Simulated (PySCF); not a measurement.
**Computed properties of InF₂, SMILES [F][In+][F], charge +1**

InF2, SMILES [F][In+][F], charge +1. The structure is a stationary point at r2SCAN-D4/def2-TZVP. The multiplicity is an assumed one; other spin states were not compared. The isomer is the one that the SMILES or the coordinates give; other isomers of the formula were not compared. The def2 effective core potentials stand for the cores of In; spin–orbit coupling is left out. The values are those of a single conformer. All values are computed for the isolated molecule unless a solvent is named; none is compared with measurement here.

**Structure.** The optimised structure has D∞h symmetry. All 4 harmonic modes at r2SCAN-D4/def2-TZVP (PySCF) are real, so it is a minimum. With heavy atoms numbered as in [In+:1]([F:2])[F:3], the shortest bond between them is In1–F2 at 1.846 Å and the longest In1–F3 at 1.846 Å.

**Vibrations.** The strongest infrared lines (harmonic, unscaled, degenerate partners summed) lie at 778 cm⁻¹ (60 km/mol, F 75 %, In 25 %), 146 cm⁻¹ (56 km/mol, F 75 %, In 25 %). The softest mode is at 146 cm⁻¹ and the zero-point energy is 2.5 kcal/mol.

**Electronic structure.** r2SCAN/def2-TZVPD (PySCF) places the frontier levels at -16.48 and -11.30 eV, a gap of 5.18 eV and a mean polarisability of 23.7 bohr³.

**Excitations.** TDA-PBE0/def2-SVPD (PySCF) has S1 at 5.44 eV (228 nm, f = 0.000, dark); the most intense of the 10 singlets computed lies at 7.89 eV (f = 0.15). Strengths of degenerate partners are summed. T1 (TDA) is at 4.89 eV, 0.55 eV under S1. No vertical singlet excitation falls in the visible range (under 3.1 eV).
